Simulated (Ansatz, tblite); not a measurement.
Cost and result up the ladder for the cluster In₂N (3 atoms). Charge 0, multiplicity 2. Geometry: PBE-D4/def2-TZVP.

```
atom    x (Å)    y (Å)    z (Å)
 In1   0.7523  -0.2621  -1.8208
 In2  -0.7527   0.2565   1.8214
  N3   0.0004   0.0056  -0.0006
```

Ansatz on 4 threads of Arm Neoverse V2 on a shared host; xTB runs through tblite on one thread. Times are rough, summed over both states, and most runs start from the orbitals of an earlier one. PBE0-D4/def2-TZVP serves as the yardstick here, not as an exact answer. The other state is a triplet.

In the def2 sets In takes a core potential; there is no spin–orbit coupling. The xTB rows come from tblite. The structure comes from a short search, and lower isomers may exist.

Raw xTB energies of ions are shifted by several eV, and xTB has no spin-polarisation term.

| level | functions | wall time | vertical IE (eV) | difference from PBE0-D4/def2-TZVP (eV) |
| --- | --- | --- | --- | --- |
| GFN1-xTB | 22 | 0.004 s | 11.51 | 4.24 |
| GFN2-xTB | 22 | 0.004 s | 11.67 | 4.41 |
| PBE-D4/def2-TZVP (with forces) | 131 | 4.5 s | 7.56 | 0.29 |
| PBE0-D4/def2-TZVP | 131 | 8.7 s | 7.27 | 0.00 |
